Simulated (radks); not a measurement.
Effect of the nuclear size on the mercury ion Hg3+, [Xe] 4f14 5d9. Method: Dirac Kohn-Sham, exchange-only LDA, spin-unpolarised, spherical densities, finite nucleus; open shells fill j = l - 1/2 first; Fermi nuclear charge, rms radius 5.4648 fm; computed with a radial shooting solver on a logarithmic mesh with Libxc functionals. The rms radius is varied about that value; shifts are against it.

rms radius (fm),total energy shift (eV),density at nucleus (e/bohr^3),1s1/2 shift (meV),2s1/2 shift (meV),5s1/2 shift (meV),5p1/2 shift (meV),5d5/2 shift (meV),6s1/2 (empty) shift (meV),6p1/2 (empty) shift (meV)
4.4702,-36.0,2.513e+06,-14400,-2150,-25.7,-0.614,0.317,-3.84,-0.177
5.0659,-14.9,2.387e+06,-5980,-891,-10.7,-0.256,0.132,-1.60,-0.074
5.4648,0,2.314e+06,0.000,0.000,0.000,0.000,0.000,0.000,0.000
5.7544,11.3,2.265e+06,4510,672,8.03,0.194,-0.099,1.20,0.056
6.7873,54.1,2.116e+06,21700,3230,38.6,0.936,-0.477,5.78,0.268

Slopes of the eigenvalues against <r^2> in GHz/fm^2, as finite differences over the two radii next to the reference (eigenvalue slopes, not the field-shift constants of lines): 1s1/2 340000, 2s1/2 50700, 5s1/2 606, 5p1/2 14.6, 5d5/2 -7.49, 6s1/2 (empty) 90.8, 6p1/2 (empty) 4.19.
